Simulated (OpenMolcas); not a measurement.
An atom or ion with 25 electrons was computed by XMS-CASPT2, IPEA 0.25 Eh, imaginary shift 0.1 Eh with spin-orbit coupling (OpenMolcas, ANO-RCC-VTZP, DKH2). The lowest levels that the run gave, each within 12 % of the measured value where one is at hand:

```
   J  Parity  E (cm-1)      g
 9/2    even       0.0  1.333
 7/2    even      1149  1.238
 5/2    even      1983  1.029
 3/2    even      2550  0.400
 5/2    even     18410  1.600
 3/2    even     18690  1.707
 1/2    even     19300  2.618
 9/2    even     20490  1.108
 7/2    even     21580  0.889
 3/2    even     24060  1.314
 1/2    even     25020  0.719
11/2    even     27780  1.091
```

Question: Which ion is it, and what are the configurations and terms?

Answer: Ni³⁺ (Z = 28, charge +3; active space 7 electrons in 5 orbitals (3d)). J, parity and g give the terms where levels are pure, and mixed ones are named by the computed weights; the size of the splittings, set against known spectra of the 25-electron sequence, gives the charge. In order, with the measured energies in cm-1 (Corliss and Sugar, J. Phys. Chem. Ref. Data 10, 197 (1981)): 3d7 4F 9/2, 3d7 4F 7/2 (1190), 3d7 4F 5/2 (2042), 3d7 4F 3/2 (2621), 3d7 4P 5/2 (18119), 3d7 4P 3/2 (18367), 3d7 4P 1/2 (18958), 3d7 2G 9/2 (19830), 3d7 2G 7/2 (20948), 3d7 2P 3/2 (23649), 3d7 2P 1/2 (24651), 3d7 2H 11/2 (26649).

CASPT2 does not keep the components of a term degenerate, so their means are used; among the terms shown or strongly mixed into the levels shown the widest spread is 1200 cm-1 (3d7 4F). Computed and measured levels are paired by configuration, term and J; levels that our copy of the source lacks, or whose pairing is in doubt (as where it misses far off the trend of its configuration), stay unpaired and out of the deviations. Levels of configurations outside the active space are missing.
